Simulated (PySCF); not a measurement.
A GIAO shielding run with PySCF 2.14.0 with density-fitted response routines (density fitting, non-relativistic, gas phase) on SMILES S1SC[SiH2]C[C@@H](F)C1, C₄H₉FS₂Si:

```
$ OMP_NUM_THREADS=1 python probes_run.py task.json out

{"job": {"kind": "nmr", "xc": "PBE0", "basis": "pcSseg-1"}, "charge": 0, "multiplicity": 1}
F     -1.620273    -0.712722     1.636156
C     -1.489255    -0.744304     0.259016
C     -0.100984    -1.252300    -0.100691
Si     1.349602    -0.351420     0.763548
C      2.037190     0.943868    -0.465594
S      0.718973     1.921654    -1.270889
S     -0.719647     1.990711     0.152855
C     -1.851720     0.621648    -0.306217
H     -2.255403    -1.457737    -0.085551
H     -0.055834    -2.304439     0.181036
H      0.002634    -1.206852    -1.185300
H      2.434850    -1.321444     0.947726
H      0.969395     0.260143     2.030838
H      2.712280     1.642910     0.022816
H      2.577588     0.473026    -1.284150
H     -2.820010     0.930109     0.087365
H     -1.896383     0.579179    -1.392875
```

Hardware: 1 thread of an Intel Xeon, shared host. The job also computes population analyses, field gradients, ring-centre shieldings.

(1) How large is the calculation?

(2) How long does it take, and how much memory does it need?

## Answers

(1) 88 electrons, 202 basis functions and 1118 auxiliary functions.

(2) 58 s of wall time, with 14 SCF cycles and 5 response iterations; peak memory 0.92 GiB. Times on a shared host scatter by some tens of per cent.
